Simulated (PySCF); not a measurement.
C$_{6}$H$_{12}$O$_{3}$, charge -1, doublet, at a GFN2-xTB geometry of the parent state (a state made from the parent by changing its charge; the spin is typed, not shown lowest) (in this run its highest filled SCF level lies above zero, so its values depend strongly on the basis, on diffuse functions most of all); DF-BLYP/3-21G run with PySCF.

PySCF was given this input:
```python
from pyscf import gto, scf, dft

mol = gto.M(
    atom='''
C     3.31664536    1.04528576    0.08548677
O     2.35758882    0.04980383    0.33459253
C     1.11766463    0.32446859   -0.26815282
C     0.12075824   -0.76171008    0.15069742
C     0.56859278   -2.14034251   -0.30453814
O    -1.15387104   -0.49479461   -0.44562435
C    -1.94831639    0.40114729    0.15008231
C    -3.24990067    0.53499897   -0.59702382
O    -1.65560794    1.00652072    1.14614736
H     2.99169205    2.01727611    0.47603834
H     3.51573573    1.14651092   -0.98887000
H     4.22567410    0.73385033    0.59558524
H     1.21354759    0.33361044   -1.36633882
H     0.74081764    1.30656199    0.05552595
H     0.01488437   -0.72621779    1.24189884
H    -0.11794572   -2.89988917    0.05850621
H     0.59452523   -2.17901577   -1.39047307
H     1.56279398   -2.32996452    0.08699485
H    -3.04985766    0.85502697   -1.61637503
H    -3.88494813    1.25900006   -0.09655512
H    -3.74446127   -0.43207692   -0.63617226
''',
    basis='3-21g',
    charge=-1,
    spin=1,
    verbose=4,
)

mf = dft.UKS(mol)
mf.xc = 'blyp'
mf = mf.density_fit(auxbasis='def2-universal-jkfit')
mf.kernel()
mf.analyze()
```

Output, abridged:

```
PySCF version 2.14.0

[INPUT] verbose = 4
[INPUT] num. atoms = 21
[INPUT] num. electrons = 73
[INPUT] charge = -1
[INPUT] spin (= nelec alpha-beta = 2S) = 1
[INPUT] symmetry False subgroup None
[INPUT] Mole.unit = angstrom
[INPUT] Symbol           X                Y                Z      unit          X                Y                Z       unit  Magmom
[...]
nuclear repulsion = 482.254738868036
number of shells = 69
number of NR pGTOs = 171
number of NR cGTOs = 105
basis = 3-21g
ecp = {}

******** <class 'pyscf.df.df_jk.DFUKS'> ********
method = DFUKS
initial guess = minao
damping factor = 0
level_shift factor = 0
DIIS = <class 'pyscf.scf.diis.CDIIS'>
diis_start_cycle = 1
diis_space = 8
diis_damp = 0
SCF conv_tol = 1e-09
SCF conv_tol_grad = None
SCF max_cycles = 50
direct_scf = False
number electrons alpha = 37  beta = 36
XC library pyscf.dft.libxc version 7.1.2
    S. Lehtola, C. Steigemann, M. J. T. Oliveira, and M. A. L. Marques,  SoftwareX 7, 1–5 (2018)
XC functionals = blyp
    A. D. Becke,  Phys. Rev. A 38, 3098 (1988)
    C. Lee, W. Yang, and R. G. Parr,  Phys. Rev. B 37, 785 (1988)
    B. Miehlich, A. Savin, H. Stoll, and H. Preuss,  Chem. Phys. Lett. 157, 200 (1989)
radial grids:
    Treutler-Ahlrichs [JCP 102, 346 (1995); DOI:10.1063/1.469408] (M4) radial grids

becke partition: Becke, JCP 88, 2547 (1988); DOI:10.1063/1.454033
pruning grids: <function nwchem_prune>
grids dens level: 3
symmetrized grids: False
atomic radii adjust function: <function treutler_atomic_radii_adjust>
small_rho_cutoff = 0
Set gradient conv threshold to 3.16228e-05
tot grids = 244656
init E= -459.496318982629

cycle= 1 E= -458.351608604737  delta_E= 1.14  |g|= 0.898  |ddm|= 3.21

cycle= 2 E= -453.832861754565  delta_E= 4.52  |g|= 2.33  |ddm|= 12.7
cycle= 3 E= -458.445295311829  delta_E= -4.61  |g|= 0.677  |ddm|= 12.7
cycle= 4 E= -458.664844479675  delta_E= -0.22  |g|= 0.165  |ddm|= 1.04

cycle= 5 E= -458.53327514774  delta_E= 0.132  |g|= 0.379  |ddm|= 6.17
cycle= 6 E= -458.689368172452  delta_E= -0.156  |g|= 0.0687  |ddm|= 4.87
cycle= 7 E= -458.674516691107  delta_E= 0.0149  |g|= 0.121  |ddm|= 1.79
cycle= 8 E= -458.681495555297  delta_E= -0.00698  |g|= 0.0867  |ddm|= 3.34
cycle= 9 E= -458.68570467987  delta_E= -0.00421  |g|= 0.0707  |ddm|= 2.67
cycle= 10 E= -458.657525035307  delta_E= 0.0282  |g|= 0.165  |ddm|= 1.49
cycle= 11 E= -458.660478799507  delta_E= -0.00295  |g|= 0.158  |ddm|= 0.115
cycle= 12 E= -458.675942413115  delta_E= -0.0155  |g|= 0.114  |ddm|= 0.708
cycle= 13 E= -458.666743391804  delta_E= 0.0092  |g|= 0.143  |ddm|= 0.438
cycle= 14 E= -458.667220603619  delta_E= -0.000477  |g|= 0.142  |ddm|= 0.0554
cycle= 15 E= -458.651682353031  delta_E= 0.0155  |g|= 0.179  |ddm|= 0.601
cycle= 16 E= -458.66741980774  delta_E= -0.0157  |g|= 0.139  |ddm|= 0.588
cycle= 17 E= -458.689064352325  delta_E= -0.0216  |g|= 0.0423  |ddm|= 1.43
cycle= 18 E= -458.684067768192  delta_E= 0.005  |g|= 0.0748  |ddm|= 2.09
cycle= 19 E= -458.691319395388  delta_E= -0.00725  |g|= 0.0103  |ddm|= 1.24
cycle= 20 E= -458.69108332573  delta_E= 0.000236  |g|= 0.0183  |ddm|= 0.437
cycle= 21 E= -458.691378284911  delta_E= -0.000295  |g|= 0.00727  |ddm|= 0.392
cycle= 22 E= -458.691428276468  delta_E= -5e-05  |g|= 0.00358  |ddm|= 0.181
cycle= 23 E= -458.691441120528  delta_E= -1.28e-05  |g|= 0.00159  |ddm|= 0.033
cycle= 24 E= -458.69144418229  delta_E= -3.06e-06  |g|= 0.000331  |ddm|= 0.0213
cycle= 25 E= -458.691444304646  delta_E= -1.22e-07  |g|= 3.91e-05  |ddm|= 0.00551
cycle= 26 E= -458.691444291903  delta_E= 1.27e-08  |g|= 0.000106  |ddm|= 0.00215
cycle= 27 E= -458.691444305721  delta_E= -1.38e-08  |g|= 1.03e-05  |ddm|= 0.00191
cycle= 28 E= -458.69144430585  delta_E= -1.29e-10  |g|= 2.84e-06  |ddm|= 0.000209
Extra cycle  E= -458.691444297952  delta_E= 7.9e-09  |g|= 8.09e-05  |ddm|= 0.00134
converged SCF energy = -458.691444297952  <S^2> = 0.7512175  2S+1 = 2.0012171
**** SCF Summaries ****
Total Energy =                        -458.691444297952216
Nuclear Repulsion Energy =             482.254738868036270
One-electron Energy =                -1594.591016936458345
Two-electron Energy =                  653.644833770469859
Two-electron Coulomb Energy =          716.548728502845847
DFT Exchange-Correlation Energy =      -62.903894732375996
**** MO energy ****
                             alpha | beta                alpha | beta
[...]
To work with the spin densities directly, `use mulliken_meta_spin()` only printing them here.

 ** Mulliken spin pop alpha/beta on meta-lowdin orthogonal AOs **
 ** Mulliken Spin Density (per AO)  **
spin_pop of  0 C 1s       -0.00000
spin_pop of  0 C 2s        0.02187
spin_pop of  0 C 3s        0.00187
spin_pop of  0 C 2px       0.01816
spin_pop of  0 C 2py       0.02012
spin_pop of  0 C 2pz      -0.00110
spin_pop of  0 C 3px       0.00335
spin_pop of  0 C 3py       0.00278
spin_pop of  0 C 3pz       0.00017
spin_pop of  1 O 1s        0.00000
spin_pop of  1 O 2s        0.00638
spin_pop of  1 O 3s        0.00028
spin_pop of  1 O 2px      -0.00147
spin_pop of  1 O 2py       0.00027
spin_pop of  1 O 2pz      -0.00093
spin_pop of  1 O 3px       0.00001
spin_pop of  1 O 3py       0.00012
spin_pop of  1 O 3pz       0.00006
spin_pop of  2 C 1s       -0.00000
spin_pop of  2 C 2s        0.01622
spin_pop of  2 C 3s        0.00098
spin_pop of  2 C 2px       0.02255
spin_pop of  2 C 2py      -0.00070
spin_pop of  2 C 2pz       0.00465
spin_pop of  2 C 3px       0.00173
spin_pop of  2 C 3py       0.00002
spin_pop of  2 C 3pz       0.00042
spin_pop of  3 C 1s       -0.00000
spin_pop of  3 C 2s        0.00002
spin_pop of  3 C 3s        0.00001
spin_pop of  3 C 2px       0.01086
spin_pop of  3 C 2py       0.00061
spin_pop of  3 C 2pz      -0.00018
spin_pop of  3 C 3px       0.00127
spin_pop of  3 C 3py       0.00057
spin_pop of  3 C 3pz       0.00030
spin_pop of  4 C 1s       -0.00000
spin_pop of  4 C 2s        0.00116
spin_pop of  4 C 3s        0.00015
spin_pop of  4 C 2px      -0.00001
spin_pop of  4 C 2py       0.00020
spin_pop of  4 C 2pz       0.00064
spin_pop of  4 C 3px       0.00030
spin_pop of  4 C 3py       0.00024
spin_pop of  4 C 3pz       0.00018
spin_pop of  5 O 1s       -0.00000
spin_pop of  5 O 2s        0.00220
spin_pop of  5 O 3s        0.00010
spin_pop of  5 O 2px       0.02006
spin_pop of  5 O 2py       0.01953
spin_pop of  5 O 2pz       0.00299
spin_pop of  5 O 3px       0.00022
spin_pop of  5 O 3py       0.00009
spin_pop of  5 O 3pz       0.00004
spin_pop of  6 C 1s       -0.00001
spin_pop of  6 C 2s        0.01296
spin_pop of  6 C 3s       -0.00005
spin_pop of  6 C 2px       0.06012
spin_pop of  6 C 2py       0.16791
spin_pop of  6 C 2pz       0.11637
spin_pop of  6 C 3px       0.00003
spin_pop of  6 C 3py       0.00031
spin_pop of  6 C 3pz       0.00059
spin_pop of  7 C 1s        0.00000
spin_pop of  7 C 2s       -0.00481
spin_pop of  7 C 3s        0.00001
spin_pop of  7 C 2px      -0.00828
spin_pop of  7 C 2py       0.00102
spin_pop of  7 C 2pz      -0.00227
spin_pop of  7 C 3px       0.00108
spin_pop of  7 C 3py       0.00221
spin_pop of  7 C 3pz       0.00195
spin_pop of  8 O 1s       -0.00000
spin_pop of  8 O 2s        0.00289
spin_pop of  8 O 3s        0.00001
spin_pop of  8 O 2px       0.03240
spin_pop of  8 O 2py       0.11414
spin_pop of  8 O 2pz       0.06163
spin_pop of  8 O 3px       0.00037
spin_pop of  8 O 3py       0.00060
spin_pop of  8 O 3pz       0.00032
spin_pop of  9 H 1s        0.02189
spin_pop of  9 H 2s        0.01138
spin_pop of  10 H 1s        0.01989
spin_pop of  10 H 2s        0.01102
spin_pop of  11 H 1s        0.02079
spin_pop of  11 H 2s        0.00827
spin_pop of  12 H 1s        0.01315
spin_pop of  12 H 2s        0.00970
spin_pop of  13 H 1s        0.01636
spin_pop of  13 H 2s        0.00928
spin_pop of  14 H 1s        0.00058
spin_pop of  14 H 2s        0.00024
spin_pop of  15 H 1s        0.00642
spin_pop of  15 H 2s        0.00052
spin_pop of  16 H 1s        0.00257
spin_pop of  16 H 2s        0.00192
spin_pop of  17 H 1s        0.00060
spin_pop of  17 H 2s        0.00002
spin_pop of  18 H 1s        0.04994
spin_pop of  18 H 2s        0.00394
spin_pop of  19 H 1s        0.00084
spin_pop of  19 H 2s        0.00003
spin_pop of  20 H 1s        0.04569
spin_pop of  20 H 2s        0.00411
 ** Mulliken Spin Density (per atom)  **
spin density of  0 C =      0.06722
spin density of  1 O =      0.00470
spin density of  2 C =      0.04587
spin density of  3 C =      0.01347
spin density of  4 C =      0.00285
spin density of  5 O =      0.04523
spin density of  6 C =      0.35823
spin density of  7 C =     -0.00908
spin density of  8 O =      0.21236
spin density of  9 H =      0.03327
spin density of  10 H =      0.03091
spin density of  11 H =      0.02905
spin density of  12 H =      0.02285
spin density of  13 H =      0.02564
spin density of  14 H =      0.00081
spin density of  15 H =      0.00693
spin density of  16 H =      0.00450
spin density of  17 H =      0.00063
spin density of  18 H =      0.05388
spin density of  19 H =      0.00087
spin density of  20 H =      0.04980
 ** Mulliken pop alpha/beta on meta-lowdin orthogonal AOs **
 ** Mulliken pop       alpha | beta **
In total            37.00000 | 36.00000
 ** Mulliken atomic charges   ( Nelec_alpha | Nelec_beta ) **
charge of  0C =     -0.12043  (     3.09382      3.02661 )
charge of  1O =     -0.37251  (     4.18861      4.18390 )
charge of  2C =     -0.01238  (     3.02912      2.98326 )
charge of  3C =      0.11673  (     2.94837      2.93490 )
charge of  4C =     -0.28672  (     3.14478      3.14193 )
charge of  5O =     -0.37351  (     4.20937      4.16414 )
charge of  6C =      0.18786  (     3.08519      2.72695 )
charge of  7C =     -0.31820  (     3.15456      3.16364 )
charge of  8O =     -0.51201  (     4.36219      4.14983 )
charge of  9H =      0.03713  (     0.49807      0.46480 )
charge of  10H =      0.03175  (     0.49958      0.46867 )
charge of  11H =      0.05565  (     0.48670      0.45765 )
charge of  12H =      0.03114  (     0.49585      0.47300 )
charge of  13H =      0.06005  (     0.48280      0.45715 )
charge of  14H =      0.07836  (     0.46123      0.46042 )
charge of  15H =      0.07426  (     0.46634      0.45940 )
charge of  16H =      0.07636  (     0.46407      0.45957 )
charge of  17H =      0.08692  (     0.45685      0.45623 )
charge of  18H =      0.04186  (     0.50601      0.45213 )
charge of  19H =      0.07485  (     0.46301      0.46214 )
charge of  20H =      0.04284  (     0.50348      0.45368 )

WARN: System has nonzero charge -1; the dipole moment is origin-dependent.
Location of origin: [0. 0. 0.]

Dipole moment(X, Y, Z, Debye):  2.98184, -1.72127, -1.35359
```
